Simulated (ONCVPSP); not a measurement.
## Ranking ONCV potentials for B

All share these settings but for the change named:

boron (B), optimised norm-conserving Vanderbilt (ONCV), made with ONCVPSP 4.0.1 (LDA (Perdew-Wang 92), scalar-relativistic). Core [He], reference 2s1.5 2p1.5. Waves: 2s: rc 1.55 bohr, ncon 4, nbas 8, qcut 5 1/bohr, local; 2p: rc 2.60 bohr, ncon 4, nbas 8, qcut 4.1 1/bohr, 3 projectors, debl 1.3 Ha. Local part: the s channel. Core correction: none.

Test errors are all-electron minus pseudo excitation energies from the reference, over 2s2 2p1; 2s2 2p0; 2s1 2p0; 2s2 2p0.5. None of these files shows a bound ghost.

The base gives 364.6 meV.

Of 6 variants that were run, those that failed, showed a ghost or another fault, or gave nearly equal values are left out.

A variant can come out equal or close to the base, since the largest error may sit in a test that the change hardly touches while other tests move.

Problem. Rank these variants by their largest absolute test error, smallest first.
A. all radii scaled by about 0.87 (s 1.34, p 2.26 bohr)
B. all radii scaled by about 1.33 (s 2.06, p 3.46 bohr)
C. all radii scaled by about 1.12 (s 1.74, p 2.90 bohr)
D. all radii scaled by about 0.77 (s 1.20, p 2.00 bohr)
E. all radii scaled by about 1.04 (s 1.60, p 2.70 bohr)

Solution. D (223.1 meV), A (277.6 meV), E (394.6 meV), C (457.2 meV), B (672.1 meV).
